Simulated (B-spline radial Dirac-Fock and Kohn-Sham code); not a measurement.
## Two-hole binding energies of Hg⁶¹⁺

System: Hg⁶¹⁺, configuration [Ar] 3d1.

These are calculated numbers from a radial finite-basis atomic code; the model is multi-electron Dirac-Fock with separately optimised hole states, Breit and Lamb-shift corrections added in first order. U is the two-hole binding energy less the two single-hole energies, the effective repulsion of the holes after relaxation. Each two-hole energy is an average over J within one jj subconfiguration.

```tsv
holes	E(a) (eV)	E(b) (eV)	E(ab) (eV)	U (eV)
1s⁻¹ 2p1/2⁻¹	87809.6	18814.4	107201.8	577.8
1s⁻¹ 2p3/2⁻¹	87809.6	16856.7	105142.6	476.4
1s⁻¹ 3p3/2⁻¹	87809.6	6792.2	94808.6	206.8
2s⁻¹ 2p1/2⁻¹	19413.9	18814.4	38564.7	336.3
2p1/2⁻¹ 2p3/2⁻¹	18814.4	16856.7	36040.3	369.2
2p3/2⁻²	16856.7	16856.7	34068.1	354.7
2s⁻¹ 3p1/2⁻¹	19413.9	7295.9	26899.2	189.3
2p1/2⁻¹ 3s⁻¹	18814.4	7542.7	?	?
2s⁻¹ 3p3/2⁻¹	19413.9	6792.2	26383.6	177.5
2p3/2⁻¹ 3s⁻¹	16856.7	7542.7	24578.5	179.1
2p3/2⁻¹ 3p1/2⁻¹	16856.7	7295.9	24344.7	192.1
3p1/2⁻²	7295.9	7295.9	14743.5	151.7
3p1/2⁻¹ 3p3/2⁻¹	7295.9	6792.2	14226.1	138.0
3p3/2⁻²	6792.2	6792.2	13719.9	135.5
```

Question: Give the missing two-hole energy and U.

Answer: E(ab) = 26540.3 eV and U = 183.1 eV.
